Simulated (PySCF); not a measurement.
Isomers of C5H9NSi2.

All values: PBE0/pcSseg-1 (PySCF) at GFN2-xTB geometries, gas phase, one conformer each.

**Question.** Rank by dipole moment, highest first.
A. `[CH:1]#[C:2][C@@H:3]([CH2:4][SiH3:5])[SiH2:6][C:7]#[N:8]` with C2–C3–C4–Si5 -165°, C2–C3–Si6–C7 -69°
B. `C([Si@@]([SiH3])(C)C#N)#CC`
C. `[SiH3:1][SiH2:2][c:3]1[cH:4][cH:5][n:6][cH:7][cH:8]1` with Si1–Si2–C3–C4 89°
D. `[N:1]#[C:2][C:3]1=[C:4]([CH2:5][SiH3:6])[CH2:7][SiH2:8]1` with C3–C4–C5–Si6 91°

**Answer.** D (4.89 D), B (4.59 D), A (3.51 D), C (1.91 D).

**Question.** Rank by the lowest IAO charge on any atom, highest value first.
A. `[CH:1]#[C:2][C@@H:3]([CH2:4][SiH3:5])[SiH2:6][C:7]#[N:8]` with C2–C3–C4–Si5 -165°, C2–C3–Si6–C7 -69°
B. `[SiH3:1][SiH2:2][c:3]1[cH:4][cH:5][n:6][cH:7][cH:8]1` with Si1–Si2–C3–C4 89°
C. `[N:1]#[C:2][C:3]1=[C:4]([CH2:5][SiH3:6])[CH2:7][SiH2:8]1` with C3–C4–C5–Si6 91°
D. `C([Si@@]([SiH3])(C#CC)C)#N`

**Answer.** B (-0.274 e), A (-0.524 e), C (-0.545 e), D (-0.699 e).

All values together:

| SMILES | μ (D) | HOMO (eV) | LUMO (eV) | lowest IAO charge (e) | highest IAO charge (e) | lowest Hirshfeld charge (e) | highest Hirshfeld charge (e) |
| --- | --- | --- | --- | --- | --- | --- | --- |
| CC#C[Si@](C)([SiH3])C#N | 4.59 | -7.90 | -0.71 | -0.699 (C) | +0.783 (Si) | -0.209 (N) | +0.354 (Si) |
| [SiH3][SiH2]c1ccncc1 | 1.91 | -7.38 | -1.21 | -0.274 (N) | +0.451 (Si) | -0.161 (N) | +0.250 (Si) |
| C#C[C@@H](C[SiH3])[SiH2]C#N | 3.51 | -7.89 | -0.65 | -0.524 (C) | +0.768 (Si) | -0.193 (N) | +0.395 (Si) |
| N#CC1=C(C[SiH3])C[SiH2]1 | 4.89 | -7.39 | -1.34 | -0.545 (C) | +0.778 (Si) | -0.239 (N) | +0.366 (Si) |

Conformers: `[SiH3:1][SiH2:2][c:3]1[cH:4][cH:5][n:6][cH:7][cH:8]1` with Si1–Si2–C3–C4 89°; `[CH:1]#[C:2][C@@H:3]([CH2:4][SiH3:5])[SiH2:6][C:7]#[N:8]` with C2–C3–C4–Si5 -165°, C2–C3–Si6–C7 -69°; `[N:1]#[C:2][C:3]1=[C:4]([CH2:5][SiH3:6])[CH2:7][SiH2:8]1` with C3–C4–C5–Si6 91°.
